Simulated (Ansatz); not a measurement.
Input file for Ansatz (an electronic-structure program): R-PBE0/def2-TZVPP on NH3 (SMILES N).

Ansatz 0.2 input:
```yaml
crystal:
  periodic: [false, false, false]
  atoms:
    - {symbol: N, position_ang: [0.00000000, -0.00002411, 0.30627053]}
    - {symbol: H, position_ang: [0.00000000, 0.93747488, -0.10213041]}
    - {symbol: H, position_ang: [0.81190073, -0.46877539, -0.10212006]}
    - {symbol: H, position_ang: [-0.81190073, -0.46877539, -0.10212006]}
basis:
  gaussian:
    orbitals: def2-TZVPP
hamiltonian:
  xc: {name: PBE0}
scf: {lower_state_search: off}
```

Output:

```
WARN ansatz: RAYON_NUM_THREADS=4 ignored (pool sized by the plan → 4); use --threads N
Functional definition: PBE0
these checks for a lower state are left out or cut short: stability, starts, cluster_reference, orbital_swaps, neighbouring_geometries, increment
integrals: 0.01 GiB planned
332 factors; their error is unknown
mean field: 0.13 GiB planned
mean field evaluation 1: about -1532.6086 eV, gradient 5.3e1 eV
mean field evaluation 2: about -1527.9275 eV, gradient 6.8e1 eV
mean field evaluation 4: about -1537.8616 eV, gradient 1.9e-1 eV
mean field evaluation 8: about -1537.8634 eV, gradient 1.8e-1 eV
mean field evaluation 16: about -1537.8635 eV, gradient 4.2e-6 eV
mean field -1537.86345390 eV, -56.5154395297 hartree, gradient 4.2e-6 eV, S^2 0.000000; 0 other end points of the search recorded, 0 dependent functions left out
reference -1537.86346949 eV, -56.5154401026 hartree; 5, 5 occupied and 68, 68 virtual orbitals, 332 factors
Total energy: -1537.86346949 eV, -56.5154401026 hartree
Checks for a lower state left out: stability, starts, cluster_reference, orbital_swaps, neighbouring_geometries, increment
```

Self-consistency was reached.

Cost: very roughly 0.5 core-seconds.
